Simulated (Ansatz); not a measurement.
Consider the ligand exchange at a B–C bond: `OBCF` + H₂Te → `OB[TeH]` + `CF`.

Gas-phase electronic energies from Ansatz, PBE0-D4/def2-TZVP geometries. CBS: MP2 limit from def2 TZ/QZ plus the TZ coupled-cluster correction, frozen cores. This one scheme is used for every species. Functionals use def2-TZVPP. HSE06 is defined as in plane-wave codes. Elements past krypton have def2 core potentials. For Te outer-core shells are correlated without core-valence functions, which leaves a few kJ/mol of doubt a bond. One conformer a species, not always the lowest.

`OBCF`:

Z-matrix (Å, degrees):
```
C
B 1 1.572
F 1 1.389 2 112.6
H 1 1.098 2 110.8 3 -121.2
H 1 1.098 2 110.7 3 121.1
O 2 1.352 1 116.8 3 179.8
H 2 1.201 1 122.0 3 -0.2
H 6 0.960 2 113.6 1 180.0
```

H₂Te:

```xyz
3

Te   -0.441   -0.275   -0.579
H    -0.506   -0.351    1.074
H     0.946    0.626   -0.495
```

`OB[TeH]`:

Cartesian coordinates in Å:
```
O 1.233 0.283 0.999
B 0.015 0.048 0.474
Te -0.337 -0.209 -1.651
H 1.963 0.333 0.377
H -0.915 -0.021 1.218
H -1.959 -0.433 -1.419
```

`CF`:

Z-matrix (Å, degrees):
```
C
F 1 1.376
H 1 1.092 2 109.1
H 1 1.092 2 109.1 3 -120.0
H 1 1.092 2 109.1 3 120.0
```

Q: Is it downhill or uphill in electronic energy at CCSD(T)/CBS, and by how much? (An estimate is asked.)

A: Computed: Downhill: ΔE = -54.2 kJ/mol.

Q: What do these levels give: revPBE-D4, PBE-QIDH, r2SCAN0, HSE06, BHLYP, CCSD/CBS(def2)? (Best estimate.)

A: Ansatz gave: revPBE-D4 -54.5, PBE-QIDH -54.1, r2SCAN0 -51.3, HSE06 -50.9, BHLYP -42.5, CCSD/CBS(def2) -50.7 kJ/mol.

Largest T1 diagnostic among the species: 0.013.

At CCSD(T), def2-SVP lies +11.2 kJ/mol from the extrapolated value and def2-TZVPP +3.1 kJ/mol. In def2-TZVPP, CCSD(T) changes the Hartree–Fock value by −10.2 kJ/mol (the triples alone add −3.5 kJ/mol) and MP2 by −19.2 kJ/mol. Leaving LDA and LC-ωPBE aside and taking each functional with its dispersion term where it has one, the values, not all of them listed here, spread over 13.9 kJ/mol, from revPBE-D4 to CAM-B3LYP-D4. LDA lies +5.9 kJ/mol from PBE without D4.
